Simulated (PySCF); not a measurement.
A side-by-side comparison of computed properties.

First species: C9H12.
Atom-mapped SMILES: `[CH2:1]=[CH:2]/[CH:3]=[C:4]1/[CH2:5][C@@H:6]([CH3:7])[C:8]1=[CH2:9]` (hydrogens: H10, H11 on C1; H12 on C2; H13 on C3; H14, H15 on C5; H16 on C6; H17, H18, H19 on C7; H20, H21 on C9)

Second species: C5H15NSi2.
SMILES: `CN[Si@@H]1CC[C@H](C)[SiH2]1`

Levels: PBE0/pcSseg-1 for HOMO energy, LUMO energy and HOMO–LUMO gap. Geometries: GFN2-xTB. Each species is one conformer at its optimised geometry, gas phase, non-relativistic unless stated; the electronic structure was computed with PySCF and density fitting.

Dipoles, sizes and rotational constants follow the conformer. The torsions of the flexible species, by atom-mapped SMILES:
- `[CH2:1]=[CH:2]/[CH:3]=[C:4]1/[CH2:5][C@@H:6]([CH3:7])[C:8]1=[CH2:9]`: C1–C2–C3–C4 178°

The conformers of `CN[Si@@H]1CC[C@H](C)[SiH2]1` aren't listed.

```tsv
property	column X	column Y
HOMO energy	-6.53 eV	-6.11 eV
LUMO energy	0.19 eV	-1.49 eV
HOMO–LUMO gap	6.72 eV	4.62 eV
```

(1) Which column belongs to which species?

(2) How does each property change from the first species to the second?

Results:

(1) Column X is the second species and column Y the first. The first has 21 atoms and 66 electrons, the second 23 and 80.

(2) HOMO energy -0.42 eV; LUMO energy +1.68 eV; HOMO–LUMO gap +2.10 eV.

